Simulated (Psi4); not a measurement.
Which level was it?

The species is GaN2H4Cl (8 atoms), meant as a singlet with charge 0. As SMILES, `[NH2][Ga]([NH2])[Cl]`. The shape was relaxed beforehand at PBE0/def2-TZVP.

```
atom    x (Å)    y (Å)    z (Å)
   N  -0.4462   1.5507  -0.3376
  Ga  -0.2915  -0.2512  -0.3305
   N   0.8122  -1.2114   0.7325
  Cl  -1.5244  -1.3443  -1.7026
   H  -1.2342   1.9780  -0.7948
   H  -0.1152   2.1106   0.4299
   H   1.5936  -0.7860   1.2022
   H   0.9914  -2.1777   0.5163
```

Orbital energies are those of the mean-field step.

A calculation with Psi4 1.11 gave:

The total energy is -2497.2123 Eh, the dipole moment is 2.63 D and the HOMO energy is -7.11 eV. The LUMO energy is -0.63 eV. The HOMO–LUMO gap is 6.48 eV.

**Question.** Which of these levels gave the numbers?
A. B3LYP-D4/def2-TZVPP (density fitting)
B. PBE0-D4/def2-TZVPP (density fitting)
C. r2SCAN-D4/def2-TZVPP (density fitting)
D. MP2/def2-QZVPP (density fitting, density fitting for correlation)

**Answer.** A. The others give -2497.0362 Eh (r2SCAN-D4/def2-TZVPP (density fitting)), -2496.6083 Eh (PBE0-D4/def2-TZVPP (density fitting)), -2495.3526 Eh (MP2/def2-QZVPP (density fitting, density fitting for correlation)).
